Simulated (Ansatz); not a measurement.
Relaxation of ClH3OSn (6 atoms, charge 0, multiplicity 1), to a largest force component of 0.02 eV/Å in at most 40 steps.

The calculation used RKS r2SCANh/def2-SVP (Ansatz).

```xyz
6
Properties=species:S:1:pos:R:3
Sn 0.000 0.000 0.000
O 0.000 0.000 1.960
H -0.909 -0.281 2.297
H 1.641 0.000 -0.579
H -0.820 1.420 -0.579
Cl -1.135 -1.967 -0.802
```

Q: Where does it end, and by what steps?

A: It converged. The force dipped under the threshold on the way, but the program's further checks kept it going. After 6 steps the energy has fallen by 0.134 eV; H5 moved furthest, 0.12 Å.

```
step  energy less start (eV)  largest force component (eV/Å)  accepted
   0                  0.0000                           1.859       yes
   1                 -0.0802                           0.566       yes
   2                 -0.1322                           0.165       yes
   3                 -0.1335                           0.032       yes
   4                 -0.1338                           0.014       yes
   5                 -0.1340                           0.034       yes
   6                 -0.1341                           0.001       yes
```

```xyz
6
Properties=species:S:1:pos:R:3
Sn 0.003 0.028 -0.042
O 0.021 -0.083 1.929
H -0.860 -0.184 2.309
H 1.639 -0.058 -0.483
H -0.920 1.359 -0.576
Cl -1.106 -1.891 -0.842
```

Whether the end is a true minimum wasn't checked by a vibrational analysis.

Time of the run: 44 s on 1 thread of Arm Neoverse V1, on a shared host, peak memory 0.16 GiB.
